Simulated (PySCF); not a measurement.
Stretching ZnSe

Set-up: Zn cc-pVTZ-PP with ECP10, Se cc-pVTZ-PP with ECP10; scalar-relativistic core potentials (PySCF 2.14). Energies in eV from Zn + Se in their ground configurations at the same level. State: ¹Σ⁺ (singlet), closed shell.

All columns are PBE0. A positive dipole means Zn(−)Se(+).

```
R (Å)  E (eV)  μ (D)  Mulliken charge on Zn (basis-dependent)  HOMO (eV)  LUMO (eV)  Mayer bond order  ⟨S²⟩
1.867  -0.127  -4.35                                     0.22      -6.61      -3.62              2.17  0.00
1.954  -0.713  -4.57                                     0.27      -6.49      -3.77              2.08  0.00
2.041  -1.025  -4.75                                     0.32      -6.38      -3.90              1.98  0.00
2.106  -1.131  -4.87                                     0.35      -6.31      -3.99              1.91  0.00
2.171  -1.157  -4.97                                     0.38      -6.25      -4.07              1.83  0.00
2.236  -1.123  -5.06                                     0.40      -6.19      -4.14              1.76  0.00
2.323  -1.013  -5.14                                     0.42      -6.13      -4.24              1.65  0.00
2.432  -0.811  -5.21                                     0.44      -6.08      -4.34              1.52  0.00
2.562  -0.524  -5.23                                     0.43      -6.04      -4.45              1.36  0.00
2.736  -0.132  -5.17                                     0.41      -6.03      -4.57              1.16  0.00
```

A fit through these points gives, at Re = 2.163 Å, μ = -4.96 D and dμ/dR = -1.46 D/Å; the reduced mass is 35.52 u.

Q: How strong is the fundamental in the double-harmonic approximation, I = 42.26·(dμ/dR)²/μred km/mol?

A: I = 42.26·(-1.46)²/35.52 = 2.54 km/mol at PBE0.
